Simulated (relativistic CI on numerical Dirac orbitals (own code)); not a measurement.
Hg³⁺: 4d photoemission

Computed with this model: Dirac-Coulomb-Breit CI, separate exchange-only KLI orbitals for each configuration, QED by a radiative potential, valence Slater integrals scaled by 0.9, multiplet model of photoemission in the sudden approximation; configurations [Xe] 4f14 5d9 → [Kr] 4d9 4f14 5s2 5p6 5d9; 80 K; Lorentzian 4.9 eV and Gaussian 0.6 eV FWHM. Energies are those of the free ion, without screening or charge transfer. The energies are binding energies and can lie tens of eV above those of solids. S is read from ⟨S²⟩ = S(S + 1).

free ion: ground-state S = 0.50, centroid 413.14 eV. Peaks (eV, height): 405.2 (100), 425.2 (72).

Strongest unbroadened transitions for free ion:

| Energy (eV) | Relative strength |
| --- | --- |
| 404.13 | 63.5 |
| 404.73 | 100.0 |
| 404.91 | 26.9 |
| 405.72 | 78.5 |
| 406.53 | 43.1 |
| 406.93 | 0.2 |
| 407.50 | 2.5 |
| 407.96 | 3.6 |
| 408.28 | 9.1 |
| 408.29 | 0.4 |
| 424.36 | 62.9 |
| 424.90 | 44.5 |
| 425.34 | 81.5 |
| 425.51 | 23.7 |
| 426.24 | 0.7 |
| 426.33 | 3.5 |
| 427.60 | 0.7 |
| 429.70 | 0.0 |
